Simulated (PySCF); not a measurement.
## Working out the ionisation energy of Br

Br [Ar] 3d10 4s2 4p5 (2P) → Br+ [Ar] 3d10 4s2 4p4 (3P). Calculation: PySCF 2.14, in x2c-SVPall; the spin-free X2C one-electron Hamiltonian (Gaussian nucleus). Frozen: [Ar] 3d10. Energies in hartree (1 hartree = 27.21139 eV):

| part | Br (lower) | Br+ (upper) |
| --- | --- | --- |
| UHF | -2603.957041 | -2603.561511 |
| CCSD correlation | -0.112285 | -0.093225 |
| (T) | -0.001311 | -0.001121 |

Question: What does Hartree-Fock give?

Answer: (-2603.561511) − (-2603.957041) = 0.395530 hartree = 10.763 eV.

Question: What do CCSD and CCSD(T) give?

Answer: The CCSD correlation energies differ by 0.019060 hartree = 0.519 eV and the triples by 0.000190 hartree = 0.005 eV, so CCSD gives 11.282 eV and CCSD(T) 11.287 eV.

Measured between the centres of the two terms (NIST): 11.844 eV, so CCSD(T) (valence) is off by -0.557 eV.

A double-zeta basis recovers only part of the correlation energy.

What remains against the reference includes basis incompleteness, the frozen core and higher excitations.
